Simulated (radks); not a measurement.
Valence configurations of Zn I (all share [Ar]). All-electron calculation, Dirac Kohn-Sham, PBE, spin-unpolarised, spherical densities, point nucleus; open shells are shared between the two j in proportion to 2j + 1. Program: a radial shooting solver on a logarithmic mesh with Libxc functionals. Energies are relative to 3d10 4s2; eigenvalues in eV.

valence           E (eV)  e(3d3/2)  e(3d5/2)  e(4p1/2)  e(4p3/2)  e(4s1/2)
3d10 4s2           0.000   -10.354    -9.998         -         -    -5.978
3d10 4s1.5 4p0.5   2.486   -11.528   -11.171    -1.705    -1.637    -6.752
3d9.5 4s2 4p0.5    5.298   -14.341   -13.970    -1.961    -1.879    -7.391
3d10 4p2          10.556   -14.381   -14.021    -2.924    -2.832         -
3d9 4s2 4p1       12.243   -18.425   -18.039    -2.666    -2.560    -8.656
3d9 4s1 4p2       18.457   -20.214   -19.826    -3.416    -3.294    -9.692
3d8 4s2 4p2       31.438   -27.036   -26.619    -3.981    -3.825   -10.971
3d8 4s1 4p3       38.647   -28.619   -28.200    -4.624    -4.456   -11.832
3d7.5 4s1.5 4p3   47.673   -32.335   -31.901    -4.924    -4.737   -12.473

NIST lists [Ar] 3d10 4s2 as the ground configuration; this level of theory agrees among the configurations tried. The energies are those of spherical spin-averaged densities, not of single terms.
